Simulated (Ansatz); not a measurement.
Isolated molecules relaxed with PBE0-D4/def2-TZVP in Ansatz; ΔE leaves out vibrations. CCSD(T)/CBS adds triple-zeta CCSD(T) − MP2 to the extrapolated MP2 energy (def2 sets, frozen cores). DFT in def2-TZVPP. B3LYP here is the variant with VWN-RPA as its local correlation; programs differ in this. For Ga outer-core shells are correlated without core-valence functions, which leaves a few kJ/mol of doubt a bond. Scalar relativity is left out up to krypton. Each species was taken in one conformer, which may not be the lowest.

`BC[CH2][GaH2]` → `C[BH][GaH][CH3]`  (isomerisation)

| level | ΔE (kJ/mol) | difference from CCSD(T)/CBS |
| --- | --- | --- |
| PBE-D4 | -47.8 | -5.1 |
| r2SCAN-D4 | -45.4 | -2.7 |
| PBE0-D4 | -44.2 | -1.5 |
| B3LYP-D4 | -45.5 | -2.8 |
| ωB97X-V | -39.3 | 3.4 |
| ωB97M-V | -38.5 | 4.2 |
| B2PLYP | -46.3 | -3.6 |
| PBE | -51.9 | -9.2 |
| r2SCAN | -46.2 | -3.5 |
| PBE0 | -47.5 | -4.8 |
| B3LYP | -52.2 | -9.5 |
| HF/def2-TZVPP | -42.8 | -0.1 |
| MP2/def2-TZVPP | -37.6 | 5.1 |
| SCS-MP2/def2-TZVPP | -37.5 | 5.2 |
| CCSD/def2-TZVPP | -41.4 | 1.3 |
| CCSD(T)/def2-TZVPP | -40.3 | 2.4 |
| HF/def2-QZVPP | -42.2 | 0.5 |
| MP2/def2-QZVPP | -38.7 | 4.0 |
| SCS-MP2/def2-QZVPP | -38.6 | 4.1 |
| HF/CBS(def2) | -42.1 | 0.6 |
| MP2/CBS(def2) | -40.0 | 2.7 |
| CCSD/CBS(def2) | -43.8 | -1.1 |
| CCSD(T)/CBS | -42.7 | 0 |

Largest T1 diagnostic among the species: 0.012.

The D4 term adds +6.6 kJ/mol with B3LYP and +3.3 kJ/mol with PBE0; it sums over pairs of atoms, weighted by their polarisabilities, and B3LYP, whose exchange is more repulsive, gets the larger term. From PBE to PBE0 (25 % exact exchange), in def2-TZVPP and without D4, ΔE moves by +4.4 kJ/mol.

CCSD(T)/CBS has its own doubt, a few kJ/mol and more with outer-core shells, so smaller differences from it don't rank the levels.
